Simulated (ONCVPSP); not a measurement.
Potentials for Co compared

Generated with ld1.x 7.5 (TM, RRKJ, ultrasoft, PAW), atompaw 4.2 or ONCVPSP 4.0.1. The cutoff is in Ry: for ld1.x and atompaw files where the sum of valence levels is converged to 10 mRy in a Bessel basis, for ONCV files where the hardest occupied wave has 1 mHa per electron of residual kinetic energy. The error is the largest all-electron minus pseudo excitation energy over each file’s own four to seven test configurations (ionisations up to +4, promotions, holes and added fractions of an electron), all of which were solved. The labels leave out finer settings (local radius, basis sizes, second energies), which also bear on the numbers. Spin-polarised tests are not counted. The rows are a selection from randomly drawn settings: files with unsolved tests, undetermined cutoffs or missed reference levels are left out.

A true bound ghost makes a file unfit for plane-wave use even where its test errors are small: the radial tests pick states by their node count and pass the ghost by.

```csv
potential,cutoff (Ry),largest error (meV),bound ghosts
"ONCV, LDA (Perdew-Wang 92), non-relativistic, rc 2.55/1.30/1.05 (spd), local smoothed, core correction yes, reference 3p6 3d7 4s1.5 4p0.5, qcut 2.8/10.4/13.1, projectors 1/2/1",148,-22,s
"ONCV, PBE, fully relativistic, rc 1.75/0.80/1.75 (spd), local smoothed, core correction yes, reference 3p6 3d7 4s1, qcut 3.1/11.5/8.2, projectors 2/2/3",124,+177,s
"ONCV, PBE, scalar-relativistic, rc 1.30/1.05/1.05 (spd), local d, core correction yes, reference 3s2 3p6 3d7 4s2, qcut 10/10.9/14.7, projectors 2/2/0",168,-18,none
"ONCV, PBE, fully relativistic, rc 2.50/2.10/1.25 (spd), local smoothed, core correction no, reference 3d7 4s2, qcut 2.8/4/15, projectors 2/2/2",156,-386,none
"ONCV, PBEsol, non-relativistic, rc 1.20/1.15/1.05 (spd), local smoothed, core correction yes, reference 3s2 3p6 3d7 4s2, qcut 13.3/9.5/16.2, projectors 2/1/2",185,+22,none
"ONCV, PBE, non-relativistic, rc 1.40/0.80/1.45 (spd), local smoothed, core correction yes, reference 3s2 3p6 3d7.5 4s1.5, qcut 8.6/8.7/9.2, projectors 2/2/3",207,+54,none
"ONCV, PBEsol, scalar-relativistic, rc 1.15/1.25/1.35 (spd), local smoothed, core correction yes, reference 3s2 3p6 3d7 4s2, qcut 11.5/13.4/11.9, projectors 2/2/2",116,+3.7,none
```

(1) Fill in the row for Co: ONCV, LDA (Perdew-Wang 92), scalar-relativistic, rc 1.20/1.20/1.15 (spd), local smoothed, core correction yes, reference 3s2 3p6 3d7 4s1, qcut 11.7/9.7/11.3, projectors 2/3/2.

(2) Fill in the row for Co: ONCV, LDA (Perdew-Wang 92), scalar-relativistic, rc 1.35/0.75/1.55 (spd), local smoothed, core correction yes, reference 3s2 3p6 3d7.5 4s1.5, qcut 10.7/12/11.5, projectors 3/2/2.

Results:

(1) cutoff 120 Ry, largest error +26 meV, bound ghosts: none.

(2) cutoff 122 Ry, largest error +53 meV, bound ghosts: none.
